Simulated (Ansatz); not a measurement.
A structure relaxed at PBE-D4/def2-TZVP in Ansatz, charge 1, doublet:

```xyz
4

Ir   -0.3691    1.4505    0.9798
Ir   -0.0854   -0.5202   -0.2198
O    -0.6215   -2.0245   -0.6801
O     1.0761    1.0942   -0.0798
```

Q: Give its formula and point group.

A: the cluster Ir2O2⁺. Point group Cs (tolerance 0.1 Å).

Q: Summarise the bond lengths by kind (pairs closer than 1.2 times the sum of covalent radii, bridged metal pairs left out).

A: 3 × Ir–O 1.66 to 1.99 Å.

In the def2 sets Ir takes a core potential; there is no spin–orbit coupling. The charge 1 doublet is spin-contaminated (final ⟨S²⟩ up to 1.01, 0.75 for a pure state). The order of the spin states hangs on the level: the quartet lies 0.09 eV below the doublet at PBE0-D4/def2-TZVP, but 0.02 eV above it at PBE-D4/def2-TZVP. The structure comes from a short search, and lower isomers may exist.
